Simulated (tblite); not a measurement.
Species: C₇H₁₀S.
Numbering: `[CH2:1]=[CH:2]/[CH:3]=[CH:4]/[C:5](=[CH2:6])[S:7][CH3:8]` (hydrogens: H9, H10 on C1; H11 on C2; H12 on C3; H13 on C4; H14, H15 on C6; H16, H17, H18 on C8)

Structure used (GFN2-xTB), in Å, numbered top down from 1:
```
atom  x, y, z in Å
C1     3.2312   -0.6059    2.0930
C2     2.6872   -0.5133    0.8818
C3     1.2925   -0.2411    0.6549
C4     0.7451   -0.1540   -0.5656
C5    -0.6496    0.1146   -0.8457
C6    -1.1126    0.1703   -2.0981
S7    -1.6658    0.3565    0.5881
C8    -3.3124    0.6627   -0.1059
H9     2.6409   -0.4789    2.9855
H10    4.2782   -0.8112    2.2346
H11    3.3009   -0.6452   -0.0007
H12    0.6745   -0.1051    1.5327
H13    1.3659   -0.2915   -1.4428
H14   -2.1376    0.3652   -2.3513
H15   -0.4424    0.0130   -2.9257
H16   -3.9641    0.8115    0.7495
H17   -3.2974    1.5588   -0.7194
H18   -3.6431   -0.2002   -0.6766
```

Method: GFN2-xTB as coded in tblite; computed harmonic values from a numerical Hessian at the method's own geometry, unscaled. Errors from tens to a few hundred cm⁻¹ against measured bands are possible. One conformer, not necessarily the lowest.

How many normal modes are there?

18 atoms, non-linear: 3N − 6 = 48.

What is the point group of the computed structure, and how do the modes divide by symmetry?

Cs. The vibrations span 32 a′ + 16 a″.

How many distinct wavenumbers does the calculation give?

48: Cs has no degenerate species.

How many fundamentals are allowed in the infrared by symmetry?

48 of 48: in Cs every mode is allowed. All fundamentals are allowed in the Raman spectrum.

How large is the harmonic zero-point energy?

Half the sum of the wavenumbers, 31515 cm⁻¹, or 90.1 kcal/mol from 48 modes; those above 1550 cm⁻¹ give 51.0 kcal/mol of it.

What thermal excitation has the softest real mode at 298.15 K?

θ = hcν̃/k = 62 K for 43.3 cm⁻¹, so N1/N0 = 0.81 and ⟨v⟩ = 1/(exp(θ/T) − 1) = 4.3.

The run took 0.66 s of wall time on Arm Neoverse V1, one thread, shared host with 32 logical CPUs at a one-minute load of 20. The figure is for the frequency step alone.
